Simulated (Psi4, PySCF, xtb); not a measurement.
Internal rotation in SMILES c1sc(cc1)-c1cccc(OC)c1. Scanned: dihedral C6–C7–C8–S12; all other coordinates were relaxed at GFN2-xTB. Points at φ and −φ are mirror images. Heavy atoms are numbered in the order of the SMILES COc1cccc(-c2cccs2)c1, hydrogens after them in the order of the atoms that carry them; the mirror image has the same energies with the sign of each dihedral reversed.

Levels: GFN1-xTB // GFN2-xTB (xtb); RHF/6-31G* = restricted Hartree-Fock/6-31G*, spherical d, density fitting // GFN2-xTB (PySCF); PBE-D3(BJ)/def2-SVP // GFN2-xTB (Psi4).

Energies relative to the lowest point of each profile, in kJ/mol:

| φ / ° | GFN1-xTB | RHF/6-31G* |
|---|---|---|
| -165 | 0.1 | 3.9 |
| -120 | 9.3 | 1.5 |
| -105 | 13.6 | 3.9 |
| -75 | 13.7 | 3.9 |
| -60 | 9.4 | 1.5 |
| 15 | 0.6 | 4.1 |
| 30 | 1.7 | 1.0 |
| 45 | 4.8 | 0.0 |
| 60 | 9.4 | 1.5 |
| 120 | 9.3 | 1.5 |
| 150 | 1.4 | 0.9 |
| 180 | 0.0 | 5.8 |

Q: What does PBE-D3(BJ)/def2-SVP give at the same points?

A: -165: 0.0; -120: 8.3; -105: 13.8; -75: 14.0; -60: 8.6; 15: 0.5; 30: 0.9; 45: 3.6; 60: 8.6; 120: 8.3; 150: 0.4; 180: 0.3 (kJ/mol).
